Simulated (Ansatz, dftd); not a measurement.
Species: C2H3ClSi, charge 0, singlet. C2H3ClSi (chloro(ethynyl)silane, SMILES C#C[SiH2]Cl).
B3LYP-D3(BJ)/def2-TZVP minimum from Ansatz (a first-principles code):
```xyz
7

Si    -0.3921    -0.5080     0.5060
Cl    -1.2190     0.8953    -0.7590
C      1.4172    -0.4771     0.3511
C      2.6186    -0.4649     0.2562
H     -0.9027    -1.8343     0.1191
H     -0.7800    -0.1694     1.8859
H      3.6792    -0.4521     0.1705
```

Property: atomisation energy (electronic, to ground-state atoms), in kJ/mol. Radicals and triplets start from unrestricted determinants; spin-orbit coupling is neglected. Correlated methods leave the cores frozen. Rows without X2C or -DK are non-relativistic. CBS(X,Y): correlation extrapolated as X^-3, Hartree-Fock from the larger set. A bracket is a step between two methods taken in the basis named. The functionals are non-relativistic, so their misses hold any scalar relativity. '+ core + X2C': CCSD(T) terms for core correlation (cc-pwCVTZ, 1s frozen past Ne) and scalar relativity (cc-pVTZ-DK). For partners of very few electrons the exact lower level stands in for a higher one.

```csv
level,program,atomisation energy (kJ/mol),difference against the last row
PBE-D4/def2-TZVPD,Ansatz + dftd4,2713.6,31.5
PBE/def2-TZVPD,Ansatz,2698.7,16.6
r2SCAN-D3(BJ)/def2-TZVPD,Ansatz + dftd3,2673.7,-8.4
r2SCAN-D4/def2-TZVPD,Ansatz + dftd4,2673.0,-9.1
B3LYP/def2-TZVPD,Ansatz,2631.8,-50.3
wB97X-V/def2-TZVPD,Ansatz,2668.0,-14.1
MP2/cc-pV(D+d)Z,Ansatz,2501.4,-180.7
"MP2/CBS(cc-pV(T+d)Z,cc-pV(Q+d)Z)",Ansatz,2743.2,61.1
CCSD(T)/cc-pV(D+d)Z,Ansatz,2432.4,-249.7
CCSD(T)/cc-pV(Q+d)Z,Ansatz,2642.1,-40.0
"CCSD(T)/CBS(cc-pV(T+d)Z,cc-pV(Q+d)Z)",Ansatz,2675.4,-6.7
CCSDT(Q)/cc-pV(D+d)Z,Ansatz,2435.1,-247.0
"CCSD(T)/CBS(cc-pV(T+d)Z,cc-pV(Q+d)Z) + [CCSDT(Q) - CCSD(T)]/cc-pV(D+d)Z + core + X2C",Ansatz,2682.1,0.0
```
